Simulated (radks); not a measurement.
Results of a calculation; reference values are marked as such.
Task: Bi63+, 20 electrons, occupied as [Ar] 3d2 (the NIST ground configuration). Code: a radial shooting solver on a logarithmic mesh with Libxc functionals. Model: scalar-relativistic Kohn-Sham, LB94 model potential, spin-polarised, spherical densities, finite nucleus; open shells are filled with parallel spins first (spin-orbit coupling, left out, can overturn this in heavy ions); Fermi nuclear charge, rms radius 5.5211 fm. Some entries of the table are withheld. Estimate them.

orbital,occ.,eigenvalue (eV),<1/r> (bohr^-1)
1s down,1,-95730.79,103.3
1s up,1,-95730.40,103.3
2s down,1,-21076.60,24.45
2s up,1,-21076.53,24.44
2p down,3,-18740.87,21.40
2p up,3,-18740.46,21.39
3s up,1,-8132.715,9.579
3s down,1,-8116.560,9.568
3p up,3,-7455.256,(1)
3p down,3,-7439.323,(2)
3d up,2,-6885.928,8.195
3d down,0,-6870.695,8.197
4s up,0,-4260.631,4.990
4s down,0,-4254.803,4.985
4p up,0,(3),4.645
4p down,0,(4),4.641

Result: 
(1) 3p up <1/r> (bohr^-1): 8.712
(2) 3p down <1/r> (bohr^-1): 8.703
(3) 4p up eigenvalue (eV): -3990.279
(4) 4p down eigenvalue (eV): -3984.721
